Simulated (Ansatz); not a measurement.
Computed with Ansatz on PBE0-D4/def2-TZVP structures; ΔE is electronic, products minus reactants. CCSD(T)/CBS is the MP2 limit (def2-TZVPP, def2-QZVPP) plus CCSD(T) − MP2 in def2-TZVPP, frozen cores. DFT in def2-TZVPP. B3LYP here is the variant with VWN-RPA as its local correlation; programs differ in this. HSE06 is defined as in plane-wave codes.

Reaction (isomerisation): `[AlH2]/[N]=C\[SiH3]` → `C[N]1[AlH][SiH2]1`

Q: Is it downhill or uphill in electronic energy at CCSD(T)/CBS, and by how much? (Estimate.)

A: The calculation gave: Downhill: ΔE = -8.8 kcal/mol.

Q: What do these levels give: revPBE-D4, PBE0-D4, B3LYP-D4, PBE-QIDH, PBE, r2SCANh, HSE06, HF/def2-SVP, MP2/def2-SVP, HF/def2-TZVPP, HF/def2-QZVPP, MP2/CBS(def2)? (Best estimate.)

A: Computed: revPBE-D4 -9.9, PBE0-D4 -12.9, B3LYP-D4 -5.3, PBE-QIDH -13.0, PBE -11.3, r2SCANh -11.0, HSE06 -12.7, HF/def2-SVP 1.3, MP2/def2-SVP -7.4, HF/def2-TZVPP 1.0, HF/def2-QZVPP 1.0, MP2/CBS(def2) -11.2 kcal/mol.

Largest T1 diagnostic among the species: 0.015.

From PBE to PBE0 (25 % exact exchange), in def2-TZVPP and without D4, ΔE moves by −1.3 kcal/mol. Leaving LDA and LC-ωPBE aside and taking each functional with its dispersion term where it has one, the values, not all of them listed here, spread over 9.6 kcal/mol, from PBE-QIDH to BLYP-D4. LDA lies −6.1 kcal/mol from PBE without D4.
